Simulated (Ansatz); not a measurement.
Coupled-cluster diagnostics for BH2(iPr) (C₃H₉B), Ansatz.

Geometry of the singlet (r2SCAN-D4/def2-SVP):

```xyz
13

B    -0.356   -0.881   -1.339
H     0.393   -1.754   -1.719
H    -1.342   -0.632   -1.996
C    -0.145   -0.213    0.045
C    -0.858    1.115    0.308
C     1.263   -0.254    0.645
H    -0.749   -1.023    0.554
H    -1.892    1.107   -0.071
H    -0.330    1.941   -0.199
H    -0.888    1.361    1.382
H     1.257   -0.024    1.724
H     1.738   -1.238    0.507
H     1.909    0.495    0.158
```

Correlated methods freeze 4 core orbitals.

Q: Estimate the CCSD(T) correlation energy, the shares of MP2 and (T), T1 and the reference's ⟨S²⟩ for: charge 0, singlet, own geometry in def2-TZVPP; and the rough time on 4 threads of Arm Neoverse V1 on a shared host.

A: 
```json
{"state": "charge 0, singlet, own geometry", "basis": "def2-TZVPP", "correlation (eV)": "-19.465", "MP2 share (%)": "89.1", "(T) share (%)": "3.6", "T1": "0.009", "⟨S²⟩ (pure)": "0.00 (0.00)", "wall time": "6.1 min"}
```
Customary marks for T1 are 0.02 (closed shells), 0.045 (open shells) and about 0.05 (3d metals). T1 stays under 0.02 throughout.
